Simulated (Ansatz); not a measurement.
Basis-set extrapolation for C2H7Al2Cl, SMILES `[CH3][Al]([CH3])[AlH][Cl]` (PBE0-D4/def2-TZVP geometry, frozen core, the Gaussian-basis code of Ansatz). Multiplicity 1, RHF reference.

```
                       def2-TZVPP    def2-QZVPP
                 HF  -1023.282190  -1023.312693
    MP2 correlation     -0.695212     -0.749075
CCSD(T) correlation     -0.790272       not run
```

Energies in hartree. Use E(X) = E(∞) + A·exp(−7.88·√X) for Hartree–Fock and E(X) = E(∞) + B·X^(−2.97) for correlation, with X = 3 and 4, and add CCSD(T) minus MP2 of the smaller set to the MP2 limit.

Q: What is the CCSD(T) energy at the basis-set limit?

A: HF limit: -1023.312693 + (-0.030503) × 0.13774 = -1023.31689. MP2 limit: -0.749075 + (-0.053863) × 0.74074 = -0.78897. Higher-order term: -0.790272 − (-0.695212) = -0.09506. Total: -1024.20092 hartree, 337.3 kJ/mol below CCSD(T)/def2-TZVPP.
